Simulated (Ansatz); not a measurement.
`C[SiH]([SiH3])I` and `C[SiH](O)I` differ in one atom or group.

Ansatz, PBE0-D4/def2-TZVP geometries, multiplicity 1. Each molecule was computed in one conformer, which needn't be the lowest.

Elements past krypton have def2 core potentials.

```
                                          property  `C[SiH]([SiH3])I`
             LUMO energy (ωB97M-V/def2-TZVPP) / eV               1.01
                 LUMO energy (PBE/def2-TZVPP) / eV              -1.59
               LUMO energy (B3LYP/def2-TZVPP) / eV              -0.94
             HOMO–LUMO gap (B3LYP/def2-TZVPP) / eV               6.19
size of the dipole moment (ωB97M-V/def2-TZVPP) / D               1.93
  size of the dipole moment (B3LYP/def2-TZVPP) / D               1.86
```

(1) What does the change do to each property? (Best estimate.)

Answers

(1) The calculation gave: 
```tsv
property	`C[SiH](O)I`	shift
LUMO energy (ωB97M-V/def2-TZVPP) / eV	1.85	0.84
LUMO energy (PBE/def2-TZVPP) / eV	-0.84	0.75
LUMO energy (B3LYP/def2-TZVPP) / eV	-0.21	0.73
HOMO–LUMO gap (B3LYP/def2-TZVPP) / eV	7.08	0.89
size of the dipole moment (ωB97M-V/def2-TZVPP) / D	1.97	0.04
size of the dipole moment (B3LYP/def2-TZVPP) / D	1.92	0.06
```

With PBE0 the HOMO falls by 0.19 eV and the LUMO rises by 0.79 eV, so the gap widens by about 0.98 eV. PBE moves the HOMO by -0.13 eV and ωB97M-V by -0.26 eV. Dipoles are sizes alone; their direction can turn.

B3LYP here is the variant with VWN-RPA as its local correlation; programs differ in this.

Spin–orbit coupling is left out; it splits and shifts lone-pair levels of the heavy atoms by tenths of an eV.
